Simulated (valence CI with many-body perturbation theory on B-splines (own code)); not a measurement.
# Re⁶⁸⁺: calculated level list

Level of theory: valence CI with perturbative core correlation (CI+MBPT): five valence electrons over a frozen Dirac-Fock core [He], a basis of 11 s, 11 p, 10 d, 8 f, 5 g, 2 h functions for each j, with the one-electron correlation potential Σ1 (screened to all orders), the two-electron term Σ2, the three-electron term Σ3, Breit, model QED; selected single and double excitations, second order for the rest, scaled by the run's own slope (own B-spline code, finite nucleus).

The last digits are not significant, and no measured levels were compared; by estimate large intervals hold to a few tenths of a per cent, small ones and those within an open d or f shell to about a per cent. Among the levels kept, up to 7500 cm⁻¹ of a level comes from second order outside the variational space, and about a tenth of that is noise between levels of different J, which matters for small intervals.

Levels 1 to 45 of 202, with energies above the lowest level, (2s^2 2p1/2^2 2p3/2) J=3/2. "Leading %" is the weight of the configuration and term that name the level; weights of strongly mixed levels are sums over their largest components and can fall short. In the jj column 3d3/2^4 stands for four electrons in 3d with j = 3/2.

```csv
No.,Configuration,Term,J,E (× 10³ cm⁻¹),Leading %,g,Leading jj,Second component
1,2s2 2p3,2P°,3/2,0.00,49,1.310,2s^2 2p1/2^2 2p3/2 (100 %),27 % 2s2 2p3 2D°
2,2s2 2p3,4S°,3/2,11918,55,1.432,2s^2 2p1/2 2p3/2^2 (100 %),44 % 2s2 2p3 2D°
3,2s2 2p3,2D°,5/2,12105,100,1.160,2s^2 2p1/2 2p3/2^2 (100 %),
4,2s2 2p3,2P°,1/2,12540,100,0.614,2s^2 2p1/2 2p3/2^2 (100 %),
5,2s 2p4,4P,5/2,14773,70,1.440,2s 2p1/2^2 2p3/2^2 (100 %),30 % 2s 2p4 2D
6,2s 2p4,2S,1/2,15647,65,1.991,2s 2p1/2^2 2p3/2^2 (100 %),25 % 2s 2p4 4P
7,2s 2p4,2P,3/2,15656,52,1.168,2s 2p1/2^2 2p3/2^2 (100 %),35 % 2s 2p4 2D
8,2s2 2p3,2P°,3/2,24486,51,1.285,2s^2 2p3/2^3 (99 %),28 % 2s2 2p3 2D°
9,2s 2p4,4P,3/2,26921,85,1.585,2s 2p1/2 2p3/2^3 (100 %),10 % 2s 2p4 2D
10,2s 2p4,2D,5/2,27255,70,1.280,2s 2p1/2 2p3/2^3 (100 %),30 % 2s 2p4 4P
11,2s 2p4,2P,1/2,27795,65,1.342,2s 2p1/2 2p3/2^3 (100 %),35 % 2s 2p4 4P
12,2s 2p4,2D,3/2,27860,55,1.004,2s 2p1/2 2p3/2^3 (100 %),44 % 2s 2p4 2P
13,2p5,2P°,3/2,31009,99,1.297,2p1/2^2 2p3/2^3 (99 %),
14,2s 2p4,4P,1/2,39867,40,1.880,2s 2p3/2^4 (100 %),35 % 2s 2p4 2S
15,2p5,2P°,1/2,43175,100,0.614,2p1/2 2p3/2^4 (100 %),
16,2s2 2p2 3s,4P,1/2,72993,46,1.989,2s^2 2p1/2^2 3s (100 %),32 % 2s2 2p2 3s 2S
17,2s2 2p2 3p,2P°,1/2,73860,47,0.644,2s^2 2p1/2^2 3p1/2 (100 %),38 % 2s2 2p2 3p 4D°
18,2s2 2p2 3p,2P°,3/2,77504,35,1.320,2s^2 2p1/2^2 3p3/2 (100 %),20 % 2s2 2p2 3p 4D°
19,2s2 2p2 3d,2D,3/2,78246,43,0.782,2s^2 2p1/2^2 3d3/2 (100 %),32 % 2s2 2p2 3d 4F
20,2s2 2p2 3d,2D,5/2,79253,36,1.187,2s^2 2p1/2^2 3d5/2 (100 %),18 % 2s2 2p2 3d 4D
21,2s2 2p2 3s,4P,3/2,85044,88,1.651,2s^2 2p1/2 2p3/2 3s (100 %),10 % 2s2 2p2 3s 2P
22,2s2 2p2 3s,2P,1/2,85128,67,1.292,2s^2 2p1/2 2p3/2 3s (100 %),33 % 2s2 2p2 3s 4P
23,2s2 2p2 3s,2D,5/2,85202,65,1.303,2s^2 2p1/2 2p3/2 3s (100 %),35 % 2s2 2p2 3s 4P
24,2s2 2p2 3s,2D,3/2,85259,64,0.949,2s^2 2p1/2 2p3/2 3s (100 %),35 % 2s2 2p2 3s 2P
25,2s2 2p2 3p,4P°,1/2,85899,49,1.728,2s^2 2p1/2 2p3/2 3p1/2 (100 %),28 % 2s2 2p2 3p 4D°
26,2s2 2p2 3p,4D°,3/2,85949,55,1.123,2s^2 2p1/2 2p3/2 3p1/2 (100 %),22 % 2s2 2p2 3p 2D°
27,2s2 2p2 3p,2F°,5/2,86057,50,1.040,2s^2 2p1/2 2p3/2 3p1/2 (100 %),30 % 2s2 2p2 3p 2D°
28,2s2 2p2 3p,2P°,3/2,86405,43,1.301,2s^2 2p1/2 2p3/2 3p1/2 (99 %),25 % 2s2 2p2 3p 2D°
29,2s 2p3 3s,4P°,5/2,87553,48,1.586,2s 2p1/2^2 2p3/2 3s (99 %),26 % 2s 2p3 3s 6S°
30,2s 2p3 3s,2P°,3/2,87794,35,1.421,2s 2p1/2^2 2p3/2 3s (99 %),24 % 2s 2p3 3s 4S°
31,2s 2p3 3s,2P°,1/2,88343,42,0.828,2s 2p1/2^2 2p3/2 3s (98 %),30 % 2s 2p3 3s 4D°
32,2s 2p3 3s,2P°,3/2,88422,38,1.368,2s 2p1/2^2 2p3/2 3s (99 %),20 % 2s 2p3 3s 4S°
33,2s 2p3 3p,4P,3/2,88502,30,1.656,2s 2p1/2^2 2p3/2 3p1/2 (99 %),21 % 2s 2p3 3p 6P
34,2s 2p3 3p,2D,5/2,88508,26,1.325,2s 2p1/2^2 2p3/2 3p1/2 (99 %),19 % 2s 2p3 3p 4D
35,2s 2p3 3p,2P,1/2,89217,36,1.254,2s 2p1/2^2 2p3/2 3p1/2 (99 %),18 % 2s 2p3 3p 4P
36,2s 2p3 3p,2D,3/2,89229,35,0.958,2s 2p1/2^2 2p3/2 3p1/2 (99 %),21 % 2s 2p3 3p 4F
37,2s2 2p2 3p,4D°,5/2,89473,52,1.404,2s^2 2p1/2 2p3/2 3p3/2 (99 %),34 % 2s2 2p2 3p 4P°
38,2s2 2p2 3p,2P°,1/2,89510,36,1.546,2s^2 2p1/2 2p3/2 3p3/2 (99 %),30 % 2s2 2p2 3p 4P°
39,2s2 2p2 3p,2D°,3/2,89548,53,1.125,2s^2 2p1/2 2p3/2 3p3/2 (100 %),20 % 2s2 2p2 3p 4P°
40,2s2 2p2 3p,2F°,7/2,89601,65,1.213,2s^2 2p1/2 2p3/2 3p3/2 (100 %),35 % 2s2 2p2 3p 4D°
41,2s2 2p2 3p,4S°,3/2,89774,32,1.405,2s^2 2p1/2 2p3/2 3p3/2 (99 %),31 % 2s2 2p2 3p 2P°
42,2s2 2p2 3p,2D°,5/2,89840,66,1.172,2s^2 2p1/2 2p3/2 3p3/2 (100 %),16 % 2s2 2p2 3p 2F°
43,2s2 2p2 3p,2P°,1/2,90033,87,0.629,2s^2 2p1/2 2p3/2 3p3/2 (99 %),7 % 2s2 2p2 3p 4D°
44,2s2 2p2 3d,4F,3/2,90320,43,0.918,2s^2 2p1/2 2p3/2 3d3/2 (100 %),26 % 2s2 2p2 3d 2P
45,2s2 2p2 3d,4F,5/2,90330,53,0.953,2s^2 2p1/2 2p3/2 3d3/2 (99 %),38 % 2s2 2p2 3d 2F
```

The ionisation energy to 2s2 2p2 3P_0 of the next ion comes out as 17124 eV (NIST: 17120 ± 50 eV (theoretical)). All 202 levels together are meant to be complete up to 108340 × 10³ cm⁻¹.
